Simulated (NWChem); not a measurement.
Molecule: C$_{2}$H$_{6}$OSi; SMILES O=CC[SiH3]

```xyz
10

O     -0.4665     2.1116    -0.2183
C      0.1600     1.2862     0.3912
C      0.8021     0.0805    -0.2172
Si    -0.2492    -1.4904     0.0030
H      0.2802     1.3675     1.5049
H      1.7740    -0.1193     0.2645
H      0.9469     0.2448    -1.2967
H     -1.5448    -1.3444    -0.7205
H     -0.5173    -1.7221     1.4545
H      0.5083    -2.6534    -0.5463
```
Atoms are numbered in this order, from 1.

Results from NWChem. The geometry was optimised at PBE0/def2-SVP.

For level BLYP/def2-SVP:

- highest occupied level (eV): -5.57
- orbital gap (eV): 3.97
- dipole (D): 2.36

Problem. What are these values for level B3LYP/def2-SVP?

Solution. 
| Item | Value |
|---|---|
| highest occupied level (eV) | -7.07 |
| orbital gap (eV) | 6.20 |
| dipole (D) | 2.54 |
